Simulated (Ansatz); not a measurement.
Question: Name a neutral molecule of O, Se, Zn and H with size of the dipole moment (B3LYP/def2-TZVPP) between 1.15 and 1.45 D and size of the dipole moment (PBE/def2-TZVPP) between 1.10 and 1.40 D (Ansatz, PBE0-D4/def2-TZVP geometry).

Answer: `[OH][Zn][SeH]` (1.38 D, 1.32 D). Other molecules can fit too; these were computed, each in one conformer that needn't be the lowest.

B3LYP here is the variant with VWN-RPA as its local correlation; programs differ in this.
